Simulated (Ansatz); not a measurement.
All numbers were calculated with Ansatz.

Basis-set series for C$_{2}$H$_{4}$BNO, SMILES `B1C=NCO1`. Charge 0, multiplicity 1. The structure was optimised at the PBE0-D4/def2-TZVP level.

```xyz
9

B    -0.8494    0.6842    0.5726
C    -0.7752    0.1614   -0.9043
N     0.3020   -0.5186   -1.0520
C     1.0039   -0.5275    0.1900
O     0.2755    0.2154    1.1620
H    -1.6376    1.3419    1.1740
H    -1.4411    0.2758   -1.7561
H     1.1276   -1.5548    0.5466
H     1.9943   -0.0780    0.0673
```

| functional | basis | functions | energy (Eh) | HOMO (eV) | LUMO (eV) |
| --- | --- | --- | --- | --- | --- |
| PBE0-D4 | def2-SVP | 90 | -233.02340 | -7.82 | -1.59 |
| PBE0-D4 | def2-QZVPP | 405 | -233.29879 | -7.98 | -1.76 |
| ωB97M-V | def2-SVP | 90 | -233.20001 | -10.20 | 0.62 |
| ωB97M-V | def2-QZVPP | 405 | -233.48416 | -10.37 | 0.28 |

(1) Give the rows for def2-TZVPP. (An estimate is asked.)

## Answers

(1) The calculation gave: 
| functional | basis | functions | energy (Eh) | HOMO (eV) | LUMO (eV) |
| --- | --- | --- | --- | --- | --- |
| PBE0-D4 | def2-TZVPP | 211 | -233.28586 | -7.95 | -1.72 |
| ωB97M-V | def2-TZVPP | 211 | -233.47198 | -10.35 | 0.38 |

Positive LUMOs are unbound and depend on the basis.
